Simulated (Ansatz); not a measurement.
A structure relaxed at PBE0-D4/def2-TZVP, charge 0, multiplicity 1:

```xyz
7

O    -0.6060    0.8400    0.4348
Al    0.5260   -0.6373   -0.1015
F     1.3905    0.2028   -1.2355
F     1.3202   -1.0932    1.2638
F    -0.6986   -1.6180   -0.6284
H    -0.3893    1.6555   -0.0338
H    -1.5428    0.6502    0.3006
```

Q: Give its formula and SMILES.

A: AlF3H2O, `[OH2+][Al-]([F])([F])[F]`.

Q: Point group (tolerance 0.08 Å, 0.16 Å for H)?

A: Cs.

Q: Summarise the bond lengths by kind.

A: 1 × Al–O 1.937 Å; 2 × H–O 0.965 Å; 3 × Al–F 1.644 to 1.655 Å.

All numbers were calculated with Ansatz.
